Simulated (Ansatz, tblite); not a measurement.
Spin states of the cluster K₂I⁺ (the lowest singlet isomer of a short search), each relaxed with r2SCAN-D4/def2-TZVP in Ansatz. Electronic energies in the gas phase.

In the def2 sets I takes a core potential, while STO-3G treats all electrons; there is no spin–orbit coupling. The xTB rows come from tblite. HSE06 is defined as in plane-wave codes, on full-range PBE exchange. Correlated methods freeze 14 core orbitals; core or outer-core shells of K, I are correlated, in sets that lack core-valence functions. HOMO above LUMO, or a gap near zero within one spin, warns that the state may not be the lowest or that an electron is smeared out. In the quintet geometry the species has come apart into loosely held pieces. The structure comes from a short search, and lower isomers may exist.

Singlet geometry (D∞h within 0.1 Å):

Cartesian coordinates in Å:
```
K 0.8464 1.0293 2.9339
K -0.8454 -1.0288 -2.9344
I -0.0011 -0.0005 0.0005
```

Triplet geometry (D∞h within 0.1 Å):

| atom | x (Å) | y (Å) | z (Å) |
| --- | --- | --- | --- |
| K1 | -3.497 | -2.348 | 0.871 |
| K2 | 3.497 | 2.348 | -0.872 |
| I3 | 0.000 | 0.000 | 0.001 |

Quintet geometry (D∞h within 0.1 Å):

```xyz
3

K     2.049    4.199    1.936
K    -2.046   -4.202   -1.933
I    -0.004    0.003   -0.003
```

⟨S²⟩: triplet 2.00 at PBE0-D4/def2-TZVP (pure 2.00), quintet 6.00 at PBE0-D4/def2-TZVP (pure 6.00).

Run but left out: HF/def2-TZVPP, MP2/def2-TZVPP, CCSD/def2-TZVPP, CCSD(T)/def2-TZVPP (flagged by the program: other roots).

Only these spin states were relaxed. The quintet has fallen apart into loose fragments. The triplet has other bonds than the singlet, so the gap mixes isomer and spin. The quintet has other bonds than the singlet, so the gap mixes isomer and spin.

```csv
level,triplet − singlet (kcal/mol),quintet − singlet (kcal/mol),lowest of these,remarks
GFN1-xTB,135.6,352.2,singlet,–
GFN2-xTB,75.1,292.7,singlet,–
HF/STO-3G,115.1,247.1,singlet,–
HF/def2-TZVP,93.4,209.3,singlet,–
PBE-D4/def2-TZVP,94.3,234.9,singlet,gap within one spin near zero (triplet)
r2SCAN-D4/def2-TZVP,105.1,245.8,singlet,–
r2SCANh-D4/def2-TZVP,105.4,245.4,singlet,–
PBE0-D4/def2-TZVP,99.6,238.3,singlet,–
HSE06-D4/def2-TZVP,98.2,238.1,singlet,–
BHLYP-D4/def2-TZVP,98.3,240.4,singlet,–
RPA@PBE/def2-TZVP,92.7,230.2,singlet,–
MP2/def2-TZVP,110.7,243.3,singlet,–
```

Change of the quintet − singlet gap on mixing in exact exchange, in kcal/mol: PBE to PBE0 (25 % exact exchange) 3.5; r2SCAN to r2SCANh (10 % exact exchange) -0.4.

The xTB methods have no term that favours high spin, so they put low spin too low.
